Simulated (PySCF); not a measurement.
# Si3H7NCl2

Si3H7NCl2 is a small molecule, neutral, singlet. The structure, one conformer, was relaxed in the gas phase by PBE0-D3(BJ)/def2-SVP. No frequency run checks that it is a minimum.

SMILES: [SiH3]N[Si]([SiH3])(Cl)Cl

```xyz
13

Si    0.175    0.849   -0.883
Si   -0.482    1.164    1.333
N     0.219   -0.788   -1.395
Si   -0.112   -2.242   -0.481
Cl   -1.120    1.928   -2.094
Cl    2.040    1.721   -1.142
H     0.452    0.467    2.266
H    -0.435    2.635    1.578
H    -1.874    0.663    1.538
H     0.500   -0.925   -2.366
H    -0.577   -1.801    0.867
H    -1.175   -3.059   -1.139
H     1.105   -3.095   -0.327
```
Atoms count from 1 in this order.

Shieldings: GIAO PBE0/pcSseg-1. Shifts are against computed references at the same level: H TMS (σ 31.27 ppm), Si TMS (σ 352.0 ppm). Core levels by delta-SCF with SCAN, pcX-2 on the ionised atom and pcseg-1 elsewhere, spin-free X2C (2p3/2 is the spin-free 2p value less a third of a first-order spin-orbit splitting); from the vacuum level, for chosen atoms.

(1) Give the shieldings and core levels atom by atom.

(2) Which of Si1, Si2 holds its core electrons tightest, and by how much against the loosest?

(3) By CAM-B3LYP/def2-SVPD (TDDFT singlets, Tamm-Dancoff triplets, ionisation by delta-SCF), where does absorption start, and what does vertical ionisation take?

Results:

(1) 
| atoms | bonded to | σ (ppm) | δ (ppm) | core level (eV) |
| --- | --- | --- | --- | --- |
| Si1 | 2 Cl + 1 N + 1 Si | 330.2 | 21.8 | 2p3/2 108.32 |
| Si2 | 1 Si + 3 H | 451.2 | -99.2 | 2p3/2 106.95 |
| N3 | 2 Si + 1 H | 214.8 | - | 1s 404.79 |
| Si4 | 1 N + 3 H | 404.6 | -52.6 | - |
| Cl5 | 1 Si | 794.2 | - | 2p3/2 205.81 |
| Cl6 | 1 Si | 793.6 | - | 2p3/2 205.79 |
| H7 H8 H9 | 1 Si | 27.59 | 3.68 | - |
| H10 | 1 N | 30.37 | 0.90 | - |
| H11 H12 H13 | 1 Si | 26.61 | 4.66 | - |

Values are those of this one static structure, with the three H of a rotating XH3 group averaged; atoms that internal rotation interchanges would show their mean in an NMR spectrum.

(2) Si1 (bonded to 2 Cl + 1 N + 1 Si), by 1.37 eV over Si2 (bonded to 1 Si + 3 H).

(3) The lowest singlet lies at 6.65 eV (f 0.001), the strongest of the first 6 at 7.71 eV (f 0.197), the lowest triplet at 6.31 eV; vertical ionisation takes 10.08 eV.
